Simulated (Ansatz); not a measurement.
AlCl3, charge -1, doublet, geometry from GFN2-xTB (such geometries of metal compounds can be far from the true shape) (a state made from the parent by changing its charge; the spin is typed, not shown lowest) (a gas-phase anion, which may not be bound at this level); REVPBE/cc-pVTZ (Ansatz, an electronic-structure program).

The Ansatz input:
Ansatz 0.2 input:
```yaml
crystal:
  periodic: [false, false, false]
  atoms:
    - {symbol: Al, position_ang: [0.00809230, -0.00892122, -0.02285453]}
    - {symbol: Cl, position_ang: [-1.84108993, -1.13529220, -0.20128747]}
    - {symbol: Cl, position_ang: [0.10785401, 2.03619623, -0.74919263]}
    - {symbol: Cl, position_ang: [1.72704770, -0.89408192, 0.96795710]}
basis:
  gaussian:
    orbitals: cc-pVTZ
hamiltonian:
  xc: revpbe
total_charge: -1
magnetization: {spin_polarized: true, initial_magnetization: 1}
accuracy: high
```

Question: Write the output that Ansatz gives for this input, abridged.

Answer: 
```
Functional definition: revPBE
2116 factors; integrals over basis functions are off by at most 3.0e-9 eV
mean field evaluation 1: about -44164.2414 eV, gradient 5.6e0 eV
mean field evaluation 2: about -44164.1795 eV, gradient 5.6e0 eV
mean field evaluation 4: about -44164.3729 eV, gradient 1.5e0 eV
mean field evaluation 8: about -44164.3904 eV, gradient 1.4e-1 eV
mean field evaluation 16: about -44164.3906 eV, gradient 1.4e-4 eV
mean field evaluation 32: about -44164.1000 eV, gradient 1.9e0 eV
mean field -44164.39056421 eV, -1623.0114175355 hartree, gradient 5.0e-8 eV, S^2 0.754463; 3 other end points of the search recorded, 0 dependent functions left out
reference -44164.39056826 eV, -1623.0114176846 hartree; 33, 32 occupied and 103, 104 virtual orbitals, 2116 factors
Total energy: -44164.39056826 eV, -1623.0114176846 hartree
```
